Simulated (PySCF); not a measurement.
## Electron correlation in I (iodine, neutral)

Starting occupation: [Kr] 4d10 5s2 5p5, 5p1/2 with m_j = +1/2, 5p3/2 with m_j = -3/2, -1/2, +1/2, +3/2. Calculation: PySCF 2.14, in x2c-TZVPPall-2c (8s9p5d2f, 74 functions); X2C-1e with screened-nucleus spin-orbit coupling, Gaussian nucleus. Frozen: [Ar] 3d10; 25 electrons correlated; the 6 highest virtual spinors left out.

MP2 pair energies summed by pair of shells (mhartree):

```csv
pair,energy,share (%)
4d3/2-4d5/2,-123.08,19.4
4d5/2-4d5/2,-91.56,14.4
5p3/2-5p3/2,-45.37,7.1
4d5/2-5p3/2,-41.80,6.6
4d3/2-4d3/2,-40.05,6.3
5p3/2-5s1/2,-27.11,4.3
4d3/2-5p3/2,-26.83,4.2
4d5/2-4p3/2,-26.60,4.2
4d5/2-5s1/2,-24.74,3.9
5p1/2-5p3/2,-21.70,3.4
4d3/2-4p3/2,-18.00,2.8
4d3/2-5s1/2,-16.47,2.6
4d5/2-4p1/2,-14.06,2.2
4p3/2-4p3/2,-13.05,2.1
4p1/2-4p3/2,-12.13,1.9
4d5/2-5p1/2,-10.85,1.7
4d5/2-4s1/2,-10.64,1.7
4d3/2-4p1/2,-9.05,1.4
5p1/2-5s1/2,-8.37,1.3
4d3/2-5p1/2,-7.54,1.2
4d3/2-4s1/2,-7.09,1.1
4p3/2-4s1/2,-6.58,1.0
5s1/2-5s1/2,-6.31,1.0
4p3/2-5s1/2,-4.98,0.8
4p3/2-5p3/2,-4.28,0.7
4p1/2-4p1/2,-3.43,0.5
4p1/2-4s1/2,-3.42,0.5
4p1/2-5s1/2,-2.36,0.4
4p1/2-5p3/2,-2.27,0.4
4s1/2-4s1/2,-2.25,0.4
```

Total MP2 correlation energy: -635.54 mhartree.

This basis was not built for core-valence correlation, so the inner-shell part is incomplete.
